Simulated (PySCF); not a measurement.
## SrIn and its ions

ROHF-MP2; Sr def2-SVPD with ECP28, In def2-SVPD with ECP28; scalar-relativistic core potentials (PySCF 2.14). Neutral (ROHF): doublet (π ↑), Re = 3.506 Å, ωe = 82.9 cm⁻¹, De = 0.39 eV.

SrIn⁺ (RHF): singlet (closed shell), Re = 3.811 Å, ωe = 80.1 cm⁻¹, De = 1.20 eV to Sr⁺ + In. The energies at the minima are -219.69161 hartree for SrIn and -219.52237 for SrIn⁺.

Work out the adiabatic ionisation energy, without and with harmonic zero-point energies (1 hartree = 27.2114 eV, 1 eV = 8065.5 cm⁻¹), and the change of the bond length.

At MP2: 0.16924 hartree = 4.605 eV between the minima; the zero-point term (80.1 − 82.9)/2 cm⁻¹ = -0.000 eV makes it 4.605 eV. Re changes by +30.5 pm against the neutral. The electron leaves a π orbital, and the longer bond of the ion fits a bonding orbital, or a change in how ionic the bond is.

SrIn⁻ (ROHF): triplet (π ↑↑), Re = 3.290 Å, ωe = 106 cm⁻¹. The energies at the minima are -219.69161 hartree for SrIn and -219.72122 for SrIn⁻.

Work out the adiabatic electron affinity, without and with harmonic zero-point energies (1 hartree = 27.2114 eV, 1 eV = 8065.5 cm⁻¹), and the change of the bond length.

At ROHF-MP2: 0.02961 hartree = 0.806 eV between the minima; the zero-point term (82.9 − 106.0)/2 cm⁻¹ = -0.001 eV makes it 0.804 eV. Re changes by -21.6 pm against the neutral. The electron enters a π orbital, and the shorter bond of the ion fits a bonding orbital, or a change in how ionic the bond is.

Correlated steps freeze 4 core orbitals. Weak bonds: SrIn. Basis-set superposition, not corrected here, can be much of De in a small basis, most of all at correlated wavefunction levels. These are scalar-relativistic numbers at best; spin–orbit coupling would shift them, the dissociation energy most. For an ion De counts to the pair picked by the measured ionisation energies or electron affinities, which need not be the lowest pair at this level. Where the molecule has an RHF reference, its open-shell atoms are computed with UHF. States were picked by a PBE0 search and need not be the measured ground states.
